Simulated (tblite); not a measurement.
C5H10BrFGe.
Numbering: `[CH2:1]=[CH:2][CH2:3][GeH2:4][C@@H:5]([F:6])[CH2:7][Br:8]` (hydrogens: H9, H10 on C1; H11 on C2; H12, H13 on C3; H14, H15 on Ge4; H16 on C5; H17, H18 on C7)

Computed with GFN2-xTB (tblite), gas phase: L-BFGS steps from a force-field or distance-geometry start until the largest atomic force falls under 0.01 eV/Å.

Step 49: E = -720.9118 eV
```
atom  x, y, z in Å  |  force x, y, z in eV/Å
C1     -1.2400    1.4487    1.9085   -0.018  -0.013  -0.003
C2     -2.1091    0.7609    1.1938    0.023   0.014  -0.016
C3     -1.8388    0.1179   -0.1276   -0.015   0.019  -0.001
Ge4    -0.0723    0.4118   -0.9876    0.082  -0.094   0.040
C5      1.0738   -1.1301   -0.3769    0.017  -0.004  -0.011
F6      0.5906   -2.1873   -1.1533    0.005   0.005   0.083
C7      2.5684   -1.0284   -0.5692    0.008   0.023   0.018
Br8     3.0646    0.1437   -2.0455   -0.012  -0.010  -0.033
H9     -1.5043    1.8842    2.8581    0.038  -0.025  -0.024
H10    -0.2276    1.6093    1.5633   -0.046   0.001   0.056
H11    -3.1186    0.6104    1.5666    0.062   0.026  -0.029
H12    -2.6095    0.4287   -0.8379   -0.046  -0.030   0.041
H13    -1.9559   -0.9648   -0.0035   -0.037   0.023  -0.096
H14    -0.1408    0.2035   -2.4693   -0.080   0.048  -0.030
H15     0.5956    1.7295   -0.7116    0.000   0.018  -0.002
H16     0.8695   -1.4242    0.6611    0.043  -0.018  -0.050
H17     3.0414   -0.6055    0.3138    0.000   0.021   0.039
H18     3.0042   -2.0022   -0.7941   -0.025  -0.006   0.017
```

Step 50: E = -720.9142 eV
```
atom  x, y, z in Å  |  force x, y, z in eV/Å
C1     -1.2324    1.4363    1.9058   -0.038  -0.020  -0.015
C2     -2.1085    0.7593    1.1884    0.045   0.002  -0.015
C3     -1.8451    0.1215   -0.1379    0.015   0.029   0.037
Ge4    -0.0742    0.4097   -0.9912    0.043  -0.041  -0.012
C5      1.0732   -1.1199   -0.3669    0.035  -0.074   0.015
F6      0.5802   -2.1920   -1.1183    0.029   0.024   0.081
C7      2.5672   -1.0253   -0.5703    0.031   0.011   0.010
Br8     3.0598    0.1452   -2.0511   -0.014  -0.022  -0.008
H9     -1.4933    1.8657    2.8599    0.053  -0.029  -0.040
H10    -0.2196    1.5948    1.5576   -0.082  -0.001   0.074
H11    -3.1173    0.6066    1.5628    0.072   0.046  -0.023
H12    -2.6169    0.4378   -0.8434   -0.044  -0.021   0.022
H13    -1.9663   -0.9601   -0.0154   -0.042  -0.004  -0.101
H14    -0.1340    0.2058   -2.4766   -0.077   0.046   0.013
H15     0.5899    1.7268   -0.7057    0.005   0.028  -0.016
H16     0.8770   -1.3957    0.6778    0.038  -0.014  -0.049
H17     3.0519   -0.6096    0.3103   -0.018   0.047   0.024
H18     2.9998   -2.0005   -0.7973   -0.051  -0.007   0.002
```

**Question.** Estimate the geometry and energy of step 51. (The exact step hangs on the optimiser's Hessian estimate; all steps are aligned on step 50, rigid shifts and turns removed.)

**Answer.** E = -720.9162 eV, largest force 0.106 eV/Å
```
atom  x, y, z in Å  |  force x, y, z in eV/Å
C1     -1.2272    1.4282    1.9031   -0.027  -0.012  -0.008
C2     -2.1070    0.7588    1.1840    0.037  -0.023  -0.023
C3     -1.8498    0.1242   -0.1444    0.038   0.021   0.033
Ge4    -0.0749    0.4050   -0.9929    0.003   0.033  -0.053
C5      1.0737   -1.1150   -0.3616    0.051  -0.073   0.024
F6      0.5765   -2.1961   -1.0939    0.025  -0.018   0.035
C7      2.5667   -1.0221   -0.5706    0.054  -0.011  -0.004
Br8     3.0556    0.1447   -2.0565   -0.012  -0.028   0.008
H9     -1.4846    1.8526    2.8596    0.046  -0.017  -0.020
H10    -0.2151    1.5859    1.5543   -0.069   0.000   0.069
H11    -3.1145    0.6056    1.5597    0.049   0.053  -0.009
H12    -2.6227    0.4439   -0.8464   -0.036  -0.005   0.004
H13    -1.9765   -0.9563   -0.0244   -0.040  -0.030  -0.093
H14    -0.1322    0.2110   -2.4817   -0.070   0.039   0.046
H15     0.5869    1.7216   -0.6971    0.005   0.028  -0.030
H16     0.8829   -1.3779    0.6856    0.028  -0.021   0.014
H17     3.0564   -0.6089    0.3085   -0.022   0.065   0.014
H18     2.9974   -1.9987   -0.7969   -0.058   0.000  -0.005
```

The energy changes by -0.0021 eV. The first-order estimate −F·Δx gives -0.0029 eV and the mean of the old and new forces, exact on a quadratic surface, -0.0021 eV. The step makes an angle of 78° with the force vector and moves no atom by more than 0.025 Å.

What follows is the cost of the whole relaxation. Time: 1.6 s. Hardware: one thread, Intel Xeon Platinum 8375C at 2.90 GHz (x86_64) (shared host).
